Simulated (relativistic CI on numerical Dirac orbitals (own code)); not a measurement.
## Hyperfine structure of Au6+, mass number 197

Computed by Dirac-Coulomb-Breit CI, separate exchange-only KLI orbitals for each configuration, model QED (radiative potential, 1s self-energy scaled to tabulated hydrogen-like ionisation energies), unscaled Slater integrals (own radial code, finite nucleus).

CI space (outside the closed core [Kr] 4d10 4f14): 5s2 5p6 5d5, 5s2 5p6 5d4 6s, 5s2 5p6 5d4 5f, 5s2 5p6 5d4 6p, 5s2 5p5 5d6, 5s2 5p6 5d4 5g, 5s2 5p6 5d4 6d, 5s2 5p6 5d4 7s, 5s2 5p6 5d3 6s 6p, 5s2 5p6 5d4 7p, 5s2 5p6 5d4 6f, 5s2 5p6 5d4 7d, 5s 5p6 5d6, 5s2 5p6 5d3 6s2, 5s2 5p6 5d2 5f 6s2, 5s2 5p6 5d2 6s2 6p, 5s2 5p6 5d2 5g 6s2, 5s2 5p6 5d2 6s2 6d, 5p6 5d7, 5p5 5d8. Double excitations out of closed p, d and f shells are left out; levels of such configurations are missing from the list, as are those of other unlisted configurations, and high levels can miss mixing partners.

Nuclear spin I = 3/2, μ = 0.1452 μN, Q = 0.547 b (tables of Stone and Pyykkö). The electronic factors are computed for point nuclear moments, without core polarisation or the Bohr-Weisskopf and QED corrections.

```tsv
Level	E (cm⁻¹)	A (MHz)	B (MHz)
5s2 5p6 5d5 4G_7/2	30446.9	134.6	906
5s2 5p6 5d5 4G_11/2	32343.9	153.2	-145
5s2 5p6 5d5 4G_9/2	33901.7	139.2	704
5s2 5p6 5d5 4P_1/2	35858.3	-14.77	
5s2 5p6 5d5 4D_7/2	41034.6	105.5	226
5s2 5p6 5d5 4D_1/2	46880.4	315.1	
5s2 5p6 5d5 2I_11/2	47466.2	167.2	50.2
```

Levels with J = 0, under 50 % of one LS term, or S terms without an open s electron are left out. Small factors come from cancelling terms and can be off by tens of per cent or more.

At this charge configurations can still be misplaced by up to about 7 % of their energy. Terms inside the open d or f shell come out 10 to 20 % too wide with unscaled integrals. Levels and lines within the n = 5 or 6 shells can be off by up to 10 % or somewhat more, and those that change n by about 2 %, since core polarisation is missing.

**Question.** Give the hyperfine levels of 5s2 5p6 5d5 4G_7/2 relative to its centre of gravity.

**Answer.** With K = F(F + 1) − I(I + 1) − J(J + 1), E = AK/2 + B[¾K(K + 1) − I(I + 1)J(J + 1)]/[2I(2I − 1)J(2J − 1)]: F = 2: -423.5, F = 3: -666.5, F = 4: -386.8, F = 5: 933.1 MHz.

LS names give the leading component of a level, which can be under half, so a name can repeat, a term be missing and a line seem to break the LS rules.
